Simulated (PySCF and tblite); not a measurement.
Results of a calculation; reference values are marked as such.
C5H6OS, numbered as in [CH3:1][S:2][c:3]1[cH:4][cH:5][o:6][cH:7]1. Geometries PBE0-D3(BJ)/def2-SVP; weights from revPBE-D3(BJ)/6-311G** energies and GFN2-xTB thermal corrections, with symmetry numbers and mirror pairs. Conformers within 3 kcal/mol (GFN2-xTB free energy) were kept, 4 at most. GIAO shieldings: BLYP/pcSseg-1. Shifts are against TMS (¹H), TMS (¹³C) at the same level. Codes: tblite and PySCF.

Torsions listed: C1–S2–C3–C4. Of a mirror pair one member is shown.

```csv
conformer,shape,point group,mirror pair,ΔE(DFT),Δ(G−E) at 273.15 K,δ C7 (ppm)
1,73°,C1,yes,0.00,0.00,147.3
2,180°,Cs,no,0.45,0.12,133.8
```

Energies in kcal/mol; the thermal term leaves out symmetry numbers and mirror images.

Q: Work out the weights at 273.15 K and the ¹³C shift of C7 under fast exchange.

A: RT = 0.543 kcal/mol. Each conformer gets RT ln(σ/g), with σ the rotational symmetry number and g = 2 for a mirror pair: 1: σ = 1, g = 2, G = 0.00 + 0.00 − 0.38 = -0.38, 0.00 above the lowest, exp(−ΔG/RT) = 1.000; 2: σ = 1, g = 1, G = 0.45 + 0.12 + 0.00 = 0.57, 0.94 above the lowest, exp(−ΔG/RT) = 0.177. The sum is 1.177, so the weights are 85.0, 15.0 %. The averaged shift is 145.2 ppm. At 298.15 K it is 145.1 ppm. At 298.15 K the leading conformer alone gives 147.3 ppm and bare DFT energies give 142.9 ppm.

Thermal terms of a conformer that GFN2-xTB lacks, or places elsewhere, come from the nearest GFN2-xTB minimum; such a conformer stays in the set even outside the window.
